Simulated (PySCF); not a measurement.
C2H5ClSi2, SMILES Cl[Si@@H](C#C)[SiH3]. Coordinates come from a PBE-D3(BJ)/def2-SVP optimisation. The structure was generated by enumeration; whether it is a known compound was not checked.

Level of theory: PySCF 2.14.0 with PBE-D3(BJ)/def2-SVP.

Harmonic wavenumbers (cm⁻¹): 82, 106, 115, 129, 279, 316, 391, 488, 507, 538, 642, 688, 713, 727, 770, 831, 898, 899, 2080, 2155, 2169, 2173, 2181, 3389. Rotational constants (GHz): 2.116, 1.997, 1.130; symmetry number 1.

Work out the zero-point energy and the ideal-gas rigid-rotor harmonic-oscillator thermochemistry at 298.15 K and 1 atm.

ZPE = ½ Σ hcν = ½ × 23264 cm⁻¹ = 33.26 kcal/mol. H − E(el) = 39.03 kcal/mol. Entropy in cal/(mol K): translation 40.28, rotation 28.60, vibration 21.05, total 89.93. G − E(el) = 12.22 kcal/mol. Cp = 29.96 cal/(mol K). Modes under 150 cm⁻¹ make the vibrational entropy uncertain.
